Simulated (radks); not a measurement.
Values are calculated unless marked as measured or tabulated.
Question: Radial electron density D(r) = 4 pi r^2 rho(r) of an atom or ion with 53 electrons. Code: a radial shooting solver on a logarithmic mesh with Libxc functionals. Model: scalar-relativistic Kohn-Sham, AM05, spin-polarised, spherical densities, finite nucleus; Fermi nuclear charge, rms radius of each element as measured or else 0.836 A^(1/3) + 0.57 fm.

r (bohr)  D(r) (e/bohr)  spin D(r)
0.001287          4.512    0.00228
0.00169           7.030    0.00354
0.002218          10.79    0.00541
0.002935          16.43    0.00818
0.003852          24.08     0.0119
0.005056          34.13     0.0166
0.00669           46.66     0.0222
0.008781          59.67     0.0276
0.01162           71.22     0.0319
0.01525           77.32     0.0345
0.02002           76.37     0.0380
0.02649           70.65     0.0514
0.03477           68.79     0.0860
0.046             78.99      0.140
0.06038           96.09      0.164
0.07925           101.7     0.0975
0.1049            86.88   -0.00644
0.1376            75.34     0.0984
0.1807            84.63      0.424
0.239             84.01      0.548
0.3138            52.89      0.733
0.4151            32.66       1.91
0.5449            37.99       2.73
0.7153            32.40       2.14
0.9464            16.10       2.54
1.242             8.245       3.72
1.63              4.816       2.85
2.157             1.572      0.896
2.832            0.2127      0.107
3.747          0.008374    0.00354

What is the nuclear charge?

Answer: Z = 59. The innermost maximum, from 1s, lies near gamma/Z bohr with gamma = sqrt(1 - (Z/c)^2) = 0.903, here 0.0153 bohr (found: 0.0168), and its height grows with Z. The density is that of the praseodymium ion Pr6+ in [Kr] 4d10 4f2 5s1 5p4; the configuration itself is not fixed sharply by these data, and Z only to a few units. D(r) has 4 maxima, at r = 0.0168, 0.0743, 0.209, 0.581 bohr, and minima at 0.0324, 0.138, 0.425 bohr, inside which lie 1.96, 11.15, 29.12 electrons.
